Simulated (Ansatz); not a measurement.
Ansatz (a program for electronic structure) input (wB97X-V/def2-TZVP):

Ansatz 0.2 input:
```yaml
crystal:
  periodic: [false, false, false]
  atoms:
    - {symbol: Sn, position_ang: [-0.00000000, -0.00000000, -0.00000000]}
    - {symbol: H, position_ang: [0.62512032, -0.47874728, 1.49682175]}
    - {symbol: H, position_ang: [-0.36569028, 1.62694844, -0.28241660]}
    - {symbol: H, position_ang: [-0.25943004, -1.14820116, -1.21440515]}
basis:
  gaussian:
    orbitals: def2-TZVP
hamiltonian:
  xc: {name: wB97X-V}
total_charge: 1
relax: {f_tol: 0.003, max_steps: 100}
```

End of the output:

```
mean field evaluation 16: about -5870.6174 eV, gradient 1.5e0 eV
mean field -5870.66777065 eV, -215.7430612900 hartree, gradient 8.0e-6 eV, S^2 0.000000; 0 other end points of the search recorded, 0 dependent functions left out
the calculation of the forces begins
reference -5870.66776877 eV, -215.7430612209 hartree; 12, 12 occupied and 56, 56 virtual orbitals, 564 factors
relax step   2: F+E_penalty+E_count = -5870.66777065 eV  Δ(F+E_penalty+E_count) = -2.779e-3 eV  max|allowed force component| = 1.180e-1 eV/Å  Δτ_max = 0.0210 Å  (28 SCF iters, accepted)
these checks for a lower state are left out or cut short: starts, cluster_reference, orbital_swaps, neighbouring_geometries, increment
integrals: 0.02 GiB planned
564 factors; their error is unknown
integrals: 0.05 GiB planned
172 factors; integrals over basis functions are off by at most 1.7e-5 eV
mean field: 0.22 GiB planned
mean field -5870.66916949 eV, -215.7431126963 hartree, gradient 8.0e-6 eV, S^2 0.000000; 0 other end points of the search recorded, 0 dependent functions left out
the calculation of the forces begins
reference -5870.66916761 eV, -215.7431126271 hartree; 12, 12 occupied and 56, 56 virtual orbitals, 564 factors
relax step   3: F+E_penalty+E_count = -5870.66916949 eV  Δ(F+E_penalty+E_count) = -1.399e-3 eV  max|allowed force component| = 2.280e-3 eV/Å  Δτ_max = 0.0075 Å  (29 SCF iters, accepted)
integrals: 0.02 GiB planned
564 factors; their error is unknown
integrals: 0.05 GiB planned
172 factors; integrals over basis functions are off by at most 1.7e-5 eV
mean field: 0.22 GiB planned
mean field evaluation 32: about -5870.6209 eV, gradient 2.0e-1 eV
mean field -5870.66916949 eV, -215.7431126963 hartree, gradient 8.7e-6 eV, S^2 0.000000; 1 other end points of the search recorded, 0 dependent functions left out
the calculation of the forces begins
reference -5870.66916761 eV, -215.7431126271 hartree; 12, 12 occupied and 56, 56 virtual orbitals, 564 factors
Total energy: -5870.66916761 eV, -215.7431126271 hartree
Atom 0 at    -0.000001     0.000001    -0.000003 Å, force    -0.000000     0.000000    -0.000000 eV/Å
Atom 1 at     0.620111    -0.474911     1.484826 Å, force     0.000877    -0.000671     0.002099 eV/Å
Atom 2 at    -0.362759     1.613917    -0.280149 Å, force    -0.000513     0.002280    -0.000396 eV/Å
Atom 3 at    -0.257350    -1.139008    -1.204674 Å, force    -0.000364    -0.001609    -0.001702 eV/Å
Dipole moment:    -0.000001     0.000001    -0.000003 e Å
```
